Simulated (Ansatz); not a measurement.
## FGeHSi2+: where a starting geometry ends

The starting geometry of this gas-phase doublet was optimised with GFN2-xTB.

```
atom    x (Å)   y (Å)    z (Å)
   F  -0.4536  1.7110   2.1163
  Ge  -0.7469  1.4943  -1.3530
  Si   0.2377  1.0778   0.7962
  Si  -1.7214  3.4130  -0.1436
   H   1.2603  0.2910   1.4851
```

Q: Predict what becomes of its bonds when it is optimised with PBE0-D3(BJ)/def2-SVP.

A: A new bond forms, giving a structure given below by its coordinates. Contacts that close: Si3–Si4 (3.19 → 2.36 Å).

The energy falls by 0.58 eV over 15 steps:

```tsv
step	E − E(last) (eV)
1	0.575
3	0.241
4	0.193
6	0.071
7	0.017
9	0.004
10	0.001
12	0.000
13	0.000
15	0.000
```

Final geometry (Å):

```xyz
5

F    -0.3447    1.8351    2.5246
Ge   -0.3979    1.5285   -1.4985
Si   -0.0752    1.4147    1.0039
Si   -1.5540    2.8727   -0.1246
H     0.9479    0.3361    0.9956
```

No frequencies were run, so the end isn't proven a minimum. Open shells are spin-unrestricted. Run with Ansatz 0.2.0, 79 s on 2 threads of Intel(R) Xeon(R) Processor @ 2.70GHz (shared host).
